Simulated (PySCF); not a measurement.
Mapped SMILES: `[CH:1]#[C:2][C@H:3]([F:4])[CH:5]([F:6])[F:7]` (H(Xn): hydrogen on atom n).

Geometry: PBE0-D3(BJ)/def2-SVP; GIAO shifts from PySCF 2.14, gas phase, non-relativistic, averaged over equivalent atoms.

At PBE0/cc-pVDZ (113 basis functions, 9.8 s wall time on 1 thread of an Arm Neoverse V1, shared host):
```
atoms  δ (ppm)
   C5    112.0
   C3     80.2
   C1     80.0
   C2     73.9
   F6   -126.7
   F7   -133.0
   F4   -204.6
H(C5)     5.41
H(C3)     4.72
H(C1)     2.40
```

References, each an isolated molecule treated in the same way: ¹³C (σref 196.75), ¹H (σref 31.29) vs TMS; ¹⁹F (σref 200.93) vs CFCl3.

Predict the values at PBE/pcSseg-2 on the same geometry.

Results:


```json
{"atoms": "C5", "δ at PBE/pcSseg-2": "124.8", "change": "+12.8"}
{"atoms": "C3", "δ at PBE/pcSseg-2": "88.3", "change": "+8.1"}
{"atoms": "C1", "δ at PBE/pcSseg-2": "85.0", "change": "+5.0"}
{"atoms": "C2", "δ at PBE/pcSseg-2": "81.9", "change": "+8.0"}
{"atoms": "F6", "δ at PBE/pcSseg-2": "-151.4", "change": "-24.7"}
{"atoms": "F7", "δ at PBE/pcSseg-2": "-155.9", "change": "-22.9"}
{"atoms": "F4", "δ at PBE/pcSseg-2": "-230.7", "change": "-26.1"}
{"atoms": "H(C5)", "δ at PBE/pcSseg-2": "5.80", "change": "+0.39"}
{"atoms": "H(C3)", "δ at PBE/pcSseg-2": "5.01", "change": "+0.29"}
{"atoms": "H(C1)", "δ at PBE/pcSseg-2": "2.37", "change": "-0.03"}
```

Referencing at the same level of theory: ¹³C (σref 179.39), ¹H (σref 31.18) vs TMS; CFCl3 for ¹⁹F (σref 142.93).

The largest change is at F4 (fluorine on an sp3 carbon). Cost: 294 basis functions, 48 s wall time on 1 thread of an Arm Neoverse V1, shared host. The order of the carbon signals is the same at both levels.

Unscaled 19F shifts against computed CFCl3 carry errors that often reach 10 to 50 ppm.
